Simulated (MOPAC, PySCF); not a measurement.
CH₇B₃, SMILES `BBBC`, neutral singlet in the gas phase. 

Cartesian coordinates (Å):
```xyz
11

B      2.1253    -0.1583     0.6538
B      0.8408     0.7193     0.1999
B     -0.7483     0.3564     0.3646
C     -1.6193    -0.4420    -0.6640
H      2.6343    -0.9462    -0.0888
H      2.6120    -0.0604     1.7414
H      1.0655     1.7814    -0.3235
H     -1.2926     0.7340     1.3674
H     -2.5494     0.0931    -0.8817
H     -1.9351    -1.3746    -0.1773
H     -1.1331    -0.7028    -1.6040
```
Charge 0, spin multiplicity 1.

All levels are single points at this geometry (B3LYP-D3(BJ)/def2-TZVP); Pople sets use spherical d functions. Orbital energies aren't observables, and empty levels follow the basis.

| level | HOMO (eV) | LUMO (eV) | gap (eV) | dipole (D) | vertical IE, Delta-SCF (eV) |
|---|---|---|---|---|---|
| B3LYP-D3(BJ)/def2-TZVP in PySCF | -7.68 | -1.80 | 5.89 | 0.72 | 10.00 |
| PBE/6-31G* in PySCF | -6.31 | -2.17 | 4.14 | 0.89 | 9.53 |
| HF/6-31G* in PySCF | -10.87 | 2.54 | 13.41 | 0.50 | 9.45 |
| HF/STO-3G in PySCF | -9.59 | 6.60 | 16.19 | 0.33 | – |
| PM3 in MOPAC | -11.24 | 0.30 | 11.55 | 0.70 | – |
| PM6 in MOPAC | -9.38 | -0.18 | 9.19 | 0.60 | – |
